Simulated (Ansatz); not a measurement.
The cluster HgF2, relaxed as a triplet with UKS B3LYP-D4/def2-TZVP in Ansatz, starting from the B3LYP-D4/def2-TZVP geometry of the neutral singlet. Force threshold 0.02 eV/Å.

In the def2 sets Hg takes a core potential; there is no spin–orbit coupling. At B3LYP-D4/def2-TZVP a singlet of charge 0 lies 3.43 eV below the triplet, each at its own geometry. The structure comes from a short search, and lower isomers may exist.

Start:

```xyz
3

Hg    0.000    0.000    0.000
F     0.312    1.111   -1.554
F    -0.312   -1.111    1.554
```

Task: Estimate the energy that the relaxation releases and the steps that it takes.

Result: 37.8 kcal/mol, in 13 steps; 8 min on 2 threads of AMD EPYC 7571 on a shared host. No frequencies were taken in this run, so the end may be a saddle point.

Task: Does the start keep its bonding and symmetry?

Result: By distances, no bond broke or formed. The bond that changes most is Hg1–F2, from 1.94 to 2.15 Å (atoms count from 1). Point group D∞h at the start, C2v at the end, both within 0.05 Å.

Task: Predict the relaxed structure.

Result: 
Cartesian coordinates in Å:
```
Hg 0.262 -0.853 -0.557
F 0.104 1.263 -0.891
F -0.366 -0.410 1.449
```
Bond lengths: 2 × F–Hg 2.15 Å.
